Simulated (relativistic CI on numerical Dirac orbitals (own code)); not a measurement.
**Line list: Electric-dipole lines, Cu⁺**

Method of calculation: Dirac-Coulomb-Breit CI, KLI orbitals optimised for each configuration, QED by a radiative potential, valence Slater integrals scaled by 0.85, configuration energies shifted to the measured levels that pair with them (semi-empirical) (own radial code, finite nucleus).

Configuration list (outside the closed core [Ar]): 3d¹⁰, 3d⁹4s, 3d⁹4p, 3d⁸4s², 3d⁹5s, 3d⁸4s4p, 3d⁹4d, 3d⁹5p, 3d⁹4f, 3d⁹5d, 3d⁹5f, 3d⁹5g, 3d⁸4s5s, 3d⁸4p². Levels of other configurations are missing.

```
λ vac (nm)          Lower            Upper   A (s⁻¹)        gf  Branching (%)
    134.63   3d¹⁰ ¹S0 [1]  3d⁹4p ¹P°1 [20]  4.91e+08  4.00e-01           50.1
    147.32   3d¹⁰ ¹S0 [1]  3d⁹4p ³P°1 [10]  5.73e+06  5.59e-03            1.3
    194.46  3d⁹4s ³D2 [3]  3d⁹4p ¹P°1 [20]  8.10e+06  1.38e-02            0.8
    198.60  3d⁹4s ³D1 [4]  3d⁹4p ¹P°1 [20]  2.92e+06  5.18e-03            0.3
    201.56  3d⁹4s ³D3 [2]  3d⁹4p ¹D°2 [16]  1.35e+07  4.11e-02            3.0
    204.38  3d⁹4s ³D3 [2]  3d⁹4p ¹F°3 [15]  2.47e+08  1.08e+00           56.1
    205.42  3d⁹4s ³D2 [3]  3d⁹4p ¹D°2 [16]  1.75e+08  5.55e-01           39.2
    208.26  3d⁹4s ³D3 [2]  3d⁹4p ³F°2 [14]  6.82e+06  2.22e-02            1.5
    208.35  3d⁹4s ³D2 [3]  3d⁹4p ¹F°3 [15]  3.88e+06  1.77e-02            0.9
    209.63  3d⁹4s ¹D2 [5]  3d⁹4p ¹P°1 [20]  4.78e+08  9.44e-01           48.7
    210.05  3d⁹4s ³D1 [4]  3d⁹4p ¹D°2 [16]  1.31e+08  4.35e-01           29.4
    212.37  3d⁹4s ³D2 [3]  3d⁹4p ³F°2 [14]  1.79e+08  6.05e-01           39.9
    213.64  3d⁹4s ³D3 [2]  3d⁹4p ³F°4 [12]  4.63e+08  2.85e+00          100.0
    213.89  3d⁹4s ³D3 [2]  3d⁹4p ³F°3 [11]  7.68e+07  3.69e-01           17.9
    217.33  3d⁹4s ³D1 [4]  3d⁹4p ³F°2 [14]  2.63e+08  9.32e-01           58.6
    218.23  3d⁹4s ³D2 [3]  3d⁹4p ³F°3 [11]  3.20e+08  1.60e+00           74.4
    222.09  3d⁹4s ³D2 [3]  3d⁹4p ³P°1 [10]  3.49e+08  7.74e-01           82.0
    222.42  3d⁹4s ¹D2 [5]  3d⁹4p ¹D°2 [16]  1.27e+08  4.70e-01           28.4
    223.12  3d⁹4s ³D1 [4]  3d⁹4p ³P°0 [13]  4.22e+08  3.15e-01          100.0
    224.41  3d⁹4s ³D3 [2]   3d⁹4p ³P°2 [9]  3.78e+08  1.43e+00           92.0
    225.86  3d⁹4s ¹D2 [5]  3d⁹4p ¹F°3 [15]  1.90e+08  1.01e+00           43.0
    227.52  3d⁹4s ³D1 [4]  3d⁹4p ³P°1 [10]  6.49e+07  1.51e-01           15.2
    229.19  3d⁹4s ³D2 [3]   3d⁹4p ³P°2 [9]  2.99e+07  1.18e-01            7.3
    234.97  3d⁹4s ³D1 [4]   3d⁹4p ³P°2 [9]  1.73e+06  7.17e-03            0.4
    237.53  3d⁹4s ¹D2 [5]  3d⁹4p ³F°3 [11]  3.32e+07  1.97e-01            7.7
    242.11  3d⁹4s ¹D2 [5]  3d⁹4p ³P°1 [10]  6.11e+06  1.61e-02            1.4
    250.57  3d⁹4s ¹D2 [5]   3d⁹4p ³P°2 [9]  1.27e+06  5.99e-03            0.3
```

Terms are leading LS components. Brackets give the number of a level in order of energy, since labels repeat. The list gives strong lines, with weight on those to low levels, without configurations that were not tied to measured data, without lines whose two gauges differ by over a factor of 2.5, among the lowest 243 of 371 levels, so that lines to higher ones, which can be the strongest, are missing, and without lines across small gaps between configurations, and without 10 lines that miss the measured interval by over 3.5 %, start from a term whose rates miss tabulated ones by over 60 %, have gauges far apart or, lacking measured levels, span too small a gap for the errors found; lines with a level outside our table were not tested and can miss by more. Levels whose partners in the same complex of configurations lie outside the list can be far off, and so can their lines. Rates are taken at the computed energies, electric ones in the length gauge.

Configurations whose levels could be paired with our table of measured levels were shifted onto them, all but the ground configuration, by the median error of their levels; single terms can still be off by 1,000 to 2,000 cm⁻¹ or more, and rates follow the energies as ν³ (E1, M1) or ν⁵ (E2). The others borrow a shift and can be off by several thousand cm⁻¹ or more. The fine structure of a lone outer electron comes out too small, for d and f at times inverted, and misplaced configurations move strength between like terms. 12 of the 15 excited levels that our extract of the measured tables holds in this range could be paired (the sources list more); they are missed by 154 cm⁻¹ on average and 683 at most, after the shifts were fitted to these levels, and levels without a partner can miss by more.

Q: From the table, what is the radiative lifetime of 3d⁹4p ¹P°1?

A: The listed rates from this level add up to about 9.80e+08 s⁻¹, 100 % of its decay; with all channels τ = 1.02e-09 s.

LS names give the leading component of a level, which can be under half, so a name can repeat, a term be missing and a line seem to break the LS rules.
